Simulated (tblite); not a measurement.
Compound: C6H7F3NP.
SMILES with atom numbers: `[CH2:1]=[CH:2][P:3]([CH2:4][C:5]#[N:6])[CH2:7][C:8]([F:9])([F:10])[F:11]` (hydrogens: H12, H13 on C1; H14 on C2; H15, H16 on C4; H17, H18 on C7)

A start from a force field or distance geometry was refined with GFN2-xTB geometry optimisation, gas phase (tblite 0.8.0). Values at the start:

| coordinate | start |
| --- | --- |
| C1=C2 | 1.337 Å |
| C1–H12 | 1.091 Å |
| C1–H13 | 1.090 Å |
| C2–P3 | 1.794 Å |
| C2–H14 | 1.100 Å |
| P3–C4 | 1.849 Å |
| P3–C7 | 1.867 Å |
| C4–C5 | 1.488 Å |
| C4–H15 | 1.125 Å |
| C5≡N6 | 1.157 Å |
| C7–C8 | 1.533 Å |
| C7–H17 | 1.123 Å |
| C8–F9 | 1.365 Å |
| C2–P3–C4 | 116.0° |
| C2–P3–C7 | 112.2° |
| P3–C4–C5 | 111.4° |
| P3–C7–C8 | 103.4° |
| C4–P3–C7 | 110.6° |
| C7–C8–F9 | 107.8° |
| C7–C8–F10 | 107.2° |
| F9–C8–F10 | 114.0° |
| C1–C2–P3–C4 | -38° |
| C2–P3–C4–C5 | -86° |
| C2–P3–C7–C8 | 131° |
| P3–C7–C8–F9 | 61° |

**Question.** How do these coordinates change at the GFN2-xTB level?

**Answer.** 
```csv
coordinate,GFN2-xTB (Å or °),change
C4–C5,1.434,-0.054
C4–H15,1.094,-0.031
C7–H17,1.092,-0.031
P3–C4,1.878,+0.029
C7–C8,1.505,-0.028
C2–P3,1.819,+0.025
C8–F9,1.344,-0.021
P3–C7,1.883,+0.016
C2–H14,1.085,-0.015
C5≡N6,1.143,-0.014
C1=C2,1.323,-0.014
C1–H12,1.077,-0.014
C1–H13,1.078,-0.012
C2–P3–C7,95.1,-17.1
C2–P3–C4,100.0,-16.0
C4–P3–C7,97.2,-13.4
F9–C8–F10,106.1,-7.9
C7–C8–F10,112.7,+5.5
P3–C7–C8,108.9,+5.5
C7–C8–F9,112.3,+4.5
P3–C4–C5,110.2,-1.2
C1–C2–P3–C4,35,+73
C2–P3–C7–C8,170,+39
C2–P3–C4–C5,-80,+6
P3–C7–C8–F9,64,+3
```

The energy falls by 147.4 kJ/mol over 141 L-BFGS steps, the largest force on an atom goes from 3.68 to 0.010 eV/Å, and the atoms move by 0.727 Å rms after alignment. The bond that changes most is C4–C5 (sp3 carbon bound to phosphorus to nitrile carbon), which shortens by 0.054 Å. Bonds longer at the end by more than 0.005 Å: 3 of 17; shorter: 13. Among the dihedrals that turn most is C1–C2–P3–C4, from -38° to 35°. Rotational constants go from 1235, 623.8, 476.2 to 1698, 546.4, 464.0 MHz.

Its GFN2-xTB frequencies are all real (lowest 23 cm⁻¹). The numbers are those of one conformer.

These are computed values.
